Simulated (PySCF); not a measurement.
Si(F)2(vinyl)(OH) (C2H4F2OSi), SMILES C=C[Si](O)(F)F.

Geometry: B3LYP-D3(BJ)/def2-SVP. This is a generated structure with no PubChem entry under its InChIKey; it may be hypothetical. One conformer was computed; it need not be the lowest.

Two levels are set side by side: TDA-PBE/def2-SVPD (PySCF) and TDA-B3LYP/def2-SVPD (PySCF). Vertical, same geometry. The lowest singlet is HOMO−2→LUMO 90 % with PBE and HOMO−1→LUMO 98 % with the other functional; states are paired by order. Differences are taken from unrounded values.

```tsv
quantity	TDA-B3LYP	TDA-PBE	TDA-PBE minus TDA-B3LYP
lowest singlet excitation (eV)	6.96	6.37	-0.58
lowest triplet excitation (TDA) (eV)	4.25	4.32	0.06
first bright state (f over 0.05) (eV)	7.60	7.59	-0.01
its oscillator strength	0.20	0.22	0.02
```

Functionals without exact exchange tend to place singlet excitations lower, as here. Differences between two approximate levels are no errors against the true value.

Rough cost on one machine, each run with all the roots and properties that it gave: TDA-B3LYP against TDA-PBE about 2 times.
